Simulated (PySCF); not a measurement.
## Calculated data, CH$_{5}$Si$_{2}$, B$_{2}$H$_{5}$OSi, CH$_{3}$BClSi

All values are calculated (PySCF 2.14.0). Calculation on a computer-drawn molecule: optimised geometry and harmonic frequencies of an isolated molecule of the commonest isotopes, restricted reference for singlets and unrestricted otherwise, frozen core in MP2.

Common to all runs: basis cc-pV(D+d)Z.

```yaml
- entry: 1
  formula: CH5Si2
  start_structure:
    atoms_angstrom:
      - [C, -1.1803, 0.4792, 3.9535]
      - [Si, 0.2933, 0.2454, 2.9588]
      - [Si, 0.0391, 0.8116, 0.6604]
      - [H, -2.0361, 0.8176, 3.6389]
      - [H, -1.0996, 0.2741, 4.997]
      - [H, 1.7078, -0.1972, 3.1866]
      - [H, -1.19, 1.3351, 0.0921]
      - [H, 1.0093, 0.7311, -0.4164]
  given:
    charge: 1
    multiplicity: 1
    method: HF
    drawn_bonds_atom: [1, 2, 1, 1, 2, 3, 3]
    drawn_bonds_other_atom: [2, 3, 4, 5, 6, 7, 8]
    drawn_bonds_order: [2, 1, 1, 1, 1, 1, 1]
  results:
    optimised_atom_element: [C, Si, Si, H, H, H, H, H]
    "optimised_atom_x [angstrom]": [-1.041, 0.4212, -0.01428, -1.936, -1.153, 1.709, -1.363, 0.9213]
    "optimised_atom_y [angstrom]": [0.4936, 0.234, 0.8098, 0.8672, 0.3049, -0.2574, 1.287, 0.7577]
    "optimised_atom_z [angstrom]": [3.784, 2.904, 0.7663, 3.298, 4.848, 3.383, 0.4482, -0.3606]
    "modes_frequency [cm^-1]": [127.3, 171.6, 380.8, 488.6, 518.3, 594.5, 693.6, 755.6, 844.9, 955.8, 992.0, 1025, 1519, 2399, 2433, 2441, 3302, 3401]
    "modes_reduced_mass [dalton]": [1.237, 2.829, 1.058, 6.887, 1.14, 1.099, 1.125, 1.071, 1.352, 3.669, 1.254, 1.088, 1.168, 1.028, 1.056, 1.045, 1.058, 1.114]
    "rotational_constants [GHz]": [17.22, 4.003, 3.248]
    "total_energy [hartree]": -618.3007
    "convergence_status_largest_gradient_component [hartree/bohr]": 1.036e-05
- entry: 2
  formula: B2H5OSi
  start_structure:
    atoms_angstrom:
      - [B, -0.8247, -0.5603, -1.4421]
      - [O, -0.7752, -0.8421, -0.12]
      - [B, -0.6835, -1.1896, 1.1622]
      - [Si, -1.6232, -0.1216, 2.4474]
      - [H, -0.0483, 0.2181, -1.8795]
      - [H, -1.6567, -1.0309, -2.0991]
      - [H, -0.0288, -2.1435, 1.4033]
      - [H, -1.6869, -0.3803, 3.8995]
      - [H, -2.5087, 1.0468, 2.1998]
  given:
    charge: 0
    multiplicity: 2
    method: HF
    drawn_bonds_atom: [1, 2, 3, 1, 1, 3, 4, 4]
    drawn_bonds_other_atom: [2, 3, 4, 5, 6, 7, 8, 9]
    drawn_bonds_order: [1, 1, 1, 1, 1, 1, 1, 1]
  results:
    optimised_atom_element: [B, O, B, Si, H, H, H, H, H]
    "optimised_atom_x [angstrom]": [-0.8397, -0.3491, -0.4712, -1.614, -0.6491, -1.434, 0.2096, -1.865, -2.824]
    "optimised_atom_y [angstrom]": [-0.4183, -1.279, -1.273, -0.0134, -0.6776, 0.5701, -2.065, -0.4687, 0.6208]
    "optimised_atom_z [angstrom]": [-1.19, -0.2586, 1.103, 2.199, -2.343, -0.8536, 1.699, 3.585, 1.631]
    "modes_frequency [cm^-1]": [104.4, 183.5, 214.9, 299.0, 370.3, 396.7, 547.4, 713.2, 818.1, 1013, 1029, 1079, 1144, 1247, 1363, 1417, 2313, 2322, 2678, 2696, 2764]
    "modes_reduced_mass [dalton]": [1.396, 2.441, 1.204, 1.672, 2.466, 1.222, 1.861, 2.098, 1.541, 1.08, 1.767, 1.409, 1.367, 1.509, 1.912, 3.331, 1.031, 1.052, 1.054, 1.087, 1.129]
    "rotational_constants [GHz]": [15.37, 3.144, 2.625]
    "total_energy [hartree]": -416.1046
    spin_squared: 0.7664
    "convergence_status_largest_gradient_component [hartree/bohr]": 1.804e-05
- entry: 3
  formula: CH3BClSi
  start_structure:
    atoms_angstrom:
      - [C, -1.3, -0.3408, -1.7867]
      - [Si, 0.1026, -1.2648, -2.0863]
      - [B, 1.6729, -0.1087, -1.7363]
      - [Cl, 2.9056, 0.9037, -1.4284]
      - [H, -1.2445, 0.6933, -1.464]
      - [H, -2.3066, -0.7304, -1.9008]
      - [H, 0.3439, -2.6359, -2.5163]
  given:
    charge: 1
    multiplicity: 1
    method: MP2
    drawn_bonds_atom: [1, 2, 3, 1, 1, 2]
    drawn_bonds_other_atom: [2, 3, 4, 5, 6, 7]
    drawn_bonds_order: [2, 1, 1, 1, 1, 1]
  results:
    optimised_atom_element: [C, Si, B, Cl, H, H, H]
    "optimised_atom_x [angstrom]": [-1.305, 0.1246, 1.676, 2.893, -1.237, -2.319, 0.3427]
    "optimised_atom_y [angstrom]": [-0.3323, -1.267, -0.1231, 0.9126, 0.714, -0.7387, -2.649]
    "optimised_atom_z [angstrom]": [-1.784, -2.087, -1.741, -1.426, -1.457, -1.904, -2.521]
    "modes_frequency [cm^-1]": [97.82, 209.7, 282.5, 328.7, 436.6, 643.3, 659.3, 810.6, 815.0, 942.1, 1271, 1388, 2384, 3169, 3281]
    "modes_reduced_mass [dalton]": [3.835, 1.444, 3.965, 5.162, 10.62, 1.163, 1.06, 1.275, 1.23, 4.671, 12.07, 1.167, 1.045, 1.056, 1.115]
    "rotational_constants [GHz]": [16.68, 1.75, 1.583]
    "total_energy [hartree]": -812.8491
    "convergence_status_largest_gradient_component [hartree/bohr]": 1.023e-05
```
